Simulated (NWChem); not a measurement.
## Basis-set dependence for H2BO2

```
B
O 1 1.3467
H 2 0.9746 1 115.61
O 1 1.3467 2 129.07 3 0.00
H 4 0.9746 1 115.61 2 0.00
```
Charge 0, spin multiplicity 2.

Everything below was run with NWChem. Structure: optimised with UB3LYP/def2-SVP, a minimum by its harmonic frequencies. It is one conformer; others weren't searched.

Hartree-Fock energies in Ha, correlation energies in mHa.

The correlated methods keep 3 core orbitals frozen. The Pople sets run with spherical d functions. The structure started from a generated list of species. The unpaired electrons of the parent sit in orbitals of symmetry a1 (C2v labels of the run); other states weren't searched. The stability of the SCF solutions was not checked. Open-shell Hartree-Fock references start from PBE0 orbitals. Coupled-cluster values serve here as a point of comparison, not as the truth.

| basis | functions | UHF | UMP2 | SCS-UMP2 | URI-MP2 | CCSD on ROHF | CCSD[T] on ROHF | CCSD(T) on ROHF | CCSD on UHF | CCSD[T] on UHF | CCSD(T) on UHF |
|---|---|---|---|---|---|---|---|---|---|---|---|
| cc-pVDZ | 52 | -175.62261 | -436.7 | -421.7 | -436.7 | -452.2 | -463.9 | -463.0 | -451.2 | -462.8 | -461.9 |
| 6-311G** | 66 | -175.65996 | -468.8 | -453.1 | not run | -480.7 | -496.4 | -495.4 | -479.7 | -495.2 | -494.3 |
| cc-pVTZ | 118 | -175.68530 | -556.1 | -542.4 | -556.1 | not run | not run | not run | not run | not run | not run |

From 6-311G** to cc-pVTZ the Hartree-Fock energy moves by -25.3 mHa and the UMP2 correlation energy by -87.3 mHa, which is 16 % of its value in the larger set.
